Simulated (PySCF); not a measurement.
**Magnetisability and related constants of `C=Cc1sccc1F`, C$_{6}$H$_{5}$FS**

Level of theory: GIAO HF/pcSseg-1 magnetisability, rotational g tensor and spin-rotation constants, non-relativistic, gas phase (PySCF 2.14.0). Geometry: GFN2-xTB.

Input:
```
{"job": {"kind": "mag", "xc": "HF", "basis": "pcSseg-1", "isotopologues": 2}, "charge": 0, "multiplicity": 1}
C     -2.503167     0.290273    -0.001577
C     -1.540924    -0.456159    -0.536498
C     -0.130376    -0.312433    -0.277769
S      1.004608    -1.373453    -1.057028
C      2.341653    -0.618172    -0.290784
C      1.958838     0.397915     0.524664
C      0.559733     0.562883     0.525161
F     -0.030988     1.515075     1.266444
H     -3.536881     0.119264    -0.245948
H     -2.297410     1.087716     0.690013
H     -1.787704    -1.250268    -1.229220
H      3.333106    -0.971655    -0.489437
H      2.625123     1.009500     1.104250
```
Coordinates are in Å.

Command: `OMP_NUM_THREADS=1 python excited_run.py task.json out`

(1) Show the output.

## Answers

(1) Atoms count from 0.
```
final grid: 117464 points
cycle   1  E = -726.8275939427  dE =  2.376e+00  |g| = 6.429e-01  |ddm| = 3.616e+00
cycle   2  E = -726.9268848382  dE = -9.929e-02  |g| = 3.534e-01  |ddm| = 8.261e-01
cycle   3  E = -726.9520803751  dE = -2.520e-02  |g| = 8.918e-02  |ddm| = 3.854e-01
cycle   4  E = -726.9548046099  dE = -2.724e-03  |g| = 1.939e-02  |ddm| = 1.507e-01
cycle   5  E = -726.9549772889  dE = -1.727e-04  |g| = 7.698e-03  |ddm| = 3.489e-02
cycle   6  E = -726.9550139739  dE = -3.669e-05  |g| = 3.272e-03  |ddm| = 1.561e-02
cycle   7  E = -726.9550259842  dE = -1.201e-05  |g| = 1.472e-03  |ddm| = 1.043e-02
cycle   8  E = -726.9550281030  dE = -2.119e-06  |g| = 5.948e-04  |ddm| = 4.325e-03
cycle   9  E = -726.9550284808  dE = -3.778e-07  |g| = 2.184e-04  |ddm| = 2.127e-03
cycle  10  E = -726.9550285216  dE = -4.076e-08  |g| = 9.180e-05  |ddm| = 6.453e-04
cycle  11  E = -726.9550285287  dE = -7.097e-09  |g| = 3.921e-05  |ddm| = 2.772e-04
cycle  12  E = -726.9550285299  dE = -1.281e-09  |g| = 1.633e-05  |ddm| = 8.961e-05
cycle  13  E = -726.9550285303  dE = -3.438e-10  |g| = 6.537e-06  |ddm| = 5.459e-05
converged SCF energy = -726.9550285303

Magnetisability tensor (1e-30 J/T^2)
    -1086.98       -9.99       60.01
       -9.99    -1330.25      377.70
       60.01      377.70    -1457.84
isotropic -1291.69   principal values   -1781.04  -1094.56   -999.47
isotropic susceptibility -77.788 1e-6 cm^3/mol

Inertial axes            a          b          c
rot. const./GHz      2.7610     1.6902     1.0484
chi total           -65.904    -60.202   -107.257
chi diamagnetic    -507.027   -799.589  -1203.206
chi paramagnetic    441.123    739.388   1095.949
quadrupole/D A        8.153      0.727     -8.881
g nuclear            0.5309     0.5608     0.5494
g electronic        -0.5722    -0.5871    -0.5398
g total             -0.0413    -0.0263     0.0096

Spin-rotation constants (kHz, H = +C I.J)
atom  isotope        aa         bb         cc
  7    19F        2.656      1.676      0.042
  8     1H        0.042     -0.044     -0.120
  9     1H       -0.236      0.138     -0.114
 10     1H       -0.275      0.161     -0.118
 11     1H        0.287     -0.173     -0.121
 12     1H       -0.226      0.133     -0.114
  0    13C*       0.918      0.732      0.117
  1    13C*       0.870      0.806      0.126
  2    13C*       1.186      0.590      0.141
  3    33S*       0.845      0.622      0.287
  4    13C*       1.314      0.581      0.120
  5    13C*       1.052      0.626      0.135
  6    13C*       1.264      0.592      0.249
* in the singly substituted isotopologue

Isotopologues: g along a, b, c
2H    at 8,9,10,11,12      -0.0394    -0.0230     0.0088
13C   at 0                 -0.0413    -0.0256     0.0095
```

It took 12 s wall time on 1 thread of an Arm Neoverse V1, shared host, peak memory 0.81 GiB.
